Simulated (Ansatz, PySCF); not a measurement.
Gas-phase reaction (SMILES): FB(F)Cl + 3 [H][H] (H2) -> B (BH3) + Cl (HCl) + 2 F (HF); energy of full hydrogenation.

Geometries: B3LYP-D3(BJ)/def2-TZVP minima from Ansatz (a first-principles code). Cores are frozen in the correlated levels unless marked. Spin-orbit coupling is left out. Non-relativistic. CBS marks a two-point X^-3 extrapolation of the correlation energy; Hartree-Fock from the larger set (for Q and 5 zeta extrapolated as (X+1)exp(-9√X)). Thermal terms are rigid-rotor harmonic-oscillator values from B3LYP-D3(BJ) frequencies (Ansatz or PySCF) at 298.15 K and 1 atm. 1 Eh = 627.5095 kcal/mol.

```csv
species,"E, CCSD(T)/CBS(cc-pV(Q+d)Z,cc-pV(5+d)Z) (Ansatz) (Eh)","E, PBE0-D4/def2-TZVPD (Ansatz + dftd4) (Eh)",H - E (Eh),G - E (Eh)
FB(F)Cl,-684.31695,-684.64072,0.01548,-0.01583
[H][H] (H2),-1.17453,-1.16831,0.01336,-0.00144
B (BH3),-26.54862,-26.56634,0.03008,0.00872
Cl (HCl),-460.37772,-460.66608,0.01000,-0.01120
F (HF),-100.39528,-100.39487,0.01259,-0.00713
```

### Question
Work out ΔE and ΔH, ΔG, ΔS and the equilibrium constant at 298.15 K at the first level, then ΔH at the second.

### Answer

1. ΔE = [(-26.54862) + (-460.37772) + 2×(-100.39528)] - [(-684.31695) + 3×(-1.17453)] = 0.12364 Eh = 77.6 kcal/mol at CCSD(T)/CBS(cc-pV(Q+d)Z,cc-pV(5+d)Z).
2. The terms H - E add up to 0.00970 Eh, so ΔH = (0.12364 + (0.00970))×627.5095 = 83.7 kcal/mol.
3. The terms G - E add up to 0.00341 Eh, so ΔG = 79.7 kcal/mol, and ΔS = (0.00970 - (0.00341))×627509.5/298.15 = 13.2 cal/(mol K).
4. log10 K = -ΔG/(RT ln 10) = -58.4, with RT ln 10 = 1.3642 kcal/mol.
5. At PBE0-D4/def2-TZVPD the same steps give ΔE = 77.5 and ΔH = 83.6 kcal/mol, a shift of -0.1 from the first level.
6. These values are not checked against measurement here, since the tables used lack a sound gas-phase enthalpy of formation for at least one species.
